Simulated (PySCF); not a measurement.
C₄H₇NO, SMILES C/N=C(\C)C=O.

The structure is a stationary point at PBE-D3(BJ)/def2-SVP. The structure was generated by enumeration; whether it is a known compound was not checked. The values are those of a single conformer.

The numbers are results of PySCF with PBE-D3(BJ)/def2-SVP, not measurements.

Harmonic, unscaled wavenumbers; measured fundamentals usually lie a few per cent lower.

A small imaginary wavenumber (i) marks a very flat motion, where grid noise or a shallow saddle decides the sign.

**Question.** Estimate the vibrational spectrum. (The exact figures need the calculation; the answer reports its results.)

**Answer.** 
```json
[
 {"mode": "1", "ν (cm⁻¹)": "27i", "IR (km/mol)": "1.2", "moving atoms (share of kinetic energy)": "H 96 %"},
 {"mode": "2", "ν (cm⁻¹)": "125", "IR (km/mol)": "1.7", "moving atoms (share of kinetic energy)": "C 41 %, O 36 %, H 18 %"},
 {"mode": "3", "ν (cm⁻¹)": "146", "IR (km/mol)": "1.2", "moving atoms (share of kinetic energy)": "H 98 %"},
 {"mode": "4", "ν (cm⁻¹)": "235", "IR (km/mol)": "8.0", "moving atoms (share of kinetic energy)": "C 48 %, O 23 %, H 21 %"},
 {"mode": "5", "ν (cm⁻¹)": "293", "IR (km/mol)": "5.3", "moving atoms (share of kinetic energy)": "C 51 %, H 31 %, O 16 %"},
 {"mode": "6", "ν (cm⁻¹)": "322", "IR (km/mol)": "11.3", "moving atoms (share of kinetic energy)": "H 39 %, C 32 %, N 27 %"},
 {"mode": "7", "ν (cm⁻¹)": "481", "IR (km/mol)": "1.7", "moving atoms (share of kinetic energy)": "C 45 %, O 26 %, N 15 %, H 13 %"},
 {"mode": "8", "ν (cm⁻¹)": "496", "IR (km/mol)": "0.7", "moving atoms (share of kinetic energy)": "C 44 %, H 33 %, N 23 %"},
 {"mode": "9", "ν (cm⁻¹)": "631", "IR (km/mol)": "12.8", "moving atoms (share of kinetic energy)": "C 33 %, H 26 %, N 25 %, O 16 %"},
 {"mode": "10", "ν (cm⁻¹)": "806", "IR (km/mol)": "17.1", "moving atoms (share of kinetic energy)": "C 70 %, H 22 %"},
 {"mode": "11", "ν (cm⁻¹)": "914", "IR (km/mol)": "0.9", "moving atoms (share of kinetic energy)": "H 73 %, C 26 %"},
 {"mode": "12", "ν (cm⁻¹)": "953", "IR (km/mol)": "33.0", "moving atoms (share of kinetic energy)": "H 54 %, C 35 %, N 12 %"},
 {"mode": "13", "ν (cm⁻¹)": "1018", "IR (km/mol)": "0.6", "moving atoms (share of kinetic energy)": "C 49 %, H 49 %"},
 {"mode": "14", "ν (cm⁻¹)": "1031", "IR (km/mol)": "0.5", "moving atoms (share of kinetic energy)": "H 68 %, C 25 %"},
 {"mode": "15", "ν (cm⁻¹)": "1043", "IR (km/mol)": "2.6", "moving atoms (share of kinetic energy)": "C 36 %, N 34 %, H 29 %"},
 {"mode": "16", "ν (cm⁻¹)": "1121", "IR (km/mol)": "2.4", "moving atoms (share of kinetic energy)": "H 55 %, C 36 %, N 9 %"},
 {"mode": "17", "ν (cm⁻¹)": "1236", "IR (km/mol)": "19.6", "moving atoms (share of kinetic energy)": "C 64 %, H 32 %"},
 {"mode": "18", "ν (cm⁻¹)": "1306", "IR (km/mol)": "2.1", "moving atoms (share of kinetic energy)": "H 72 %, C 22 %"},
 {"mode": "19", "ν (cm⁻¹)": "1319", "IR (km/mol)": "17.5", "moving atoms (share of kinetic energy)": "H 74 %, C 21 %"},
 {"mode": "20", "ν (cm⁻¹)": "1338", "IR (km/mol)": "18.9", "moving atoms (share of kinetic energy)": "H 88 %, C 11 %"},
 {"mode": "21", "ν (cm⁻¹)": "1391", "IR (km/mol)": "24.2", "moving atoms (share of kinetic energy)": "H 87 %, C 12 %"},
 {"mode": "22", "ν (cm⁻¹)": "1405", "IR (km/mol)": "2.3", "moving atoms (share of kinetic energy)": "H 96 %"},
 {"mode": "23", "ν (cm⁻¹)": "1407", "IR (km/mol)": "1.5", "moving atoms (share of kinetic energy)": "H 92 %, C 8 %"},
 {"mode": "24", "ν (cm⁻¹)": "1422", "IR (km/mol)": "18.3", "moving atoms (share of kinetic energy)": "H 96 %"},
 {"mode": "25", "ν (cm⁻¹)": "1667", "IR (km/mol)": "13.3", "moving atoms (share of kinetic energy)": "C 58 %, N 39 %"},
 {"mode": "26", "ν (cm⁻¹)": "1765", "IR (km/mol)": "168.8", "moving atoms (share of kinetic energy)": "C 59 %, O 38 %"},
 {"mode": "27", "ν (cm⁻¹)": "2845", "IR (km/mol)": "93.2", "moving atoms (share of kinetic energy)": "H 92 %, C 8 %"},
 {"mode": "28", "ν (cm⁻¹)": "2917", "IR (km/mol)": "22.1", "moving atoms (share of kinetic energy)": "H 97 %"},
 {"mode": "29", "ν (cm⁻¹)": "2967", "IR (km/mol)": "3.5", "moving atoms (share of kinetic energy)": "H 97 %"},
 {"mode": "30", "ν (cm⁻¹)": "2984", "IR (km/mol)": "16.7", "moving atoms (share of kinetic energy)": "H 91 %, C 9 %"},
 {"mode": "31", "ν (cm⁻¹)": "3043", "IR (km/mol)": "3.0", "moving atoms (share of kinetic energy)": "H 91 %, C 9 %"},
 {"mode": "32", "ν (cm⁻¹)": "3058", "IR (km/mol)": "25.3", "moving atoms (share of kinetic energy)": "H 91 %, C 9 %"},
 {"mode": "33", "ν (cm⁻¹)": "3092", "IR (km/mol)": "2.6", "moving atoms (share of kinetic energy)": "H 91 %, C 9 %"}
]
```
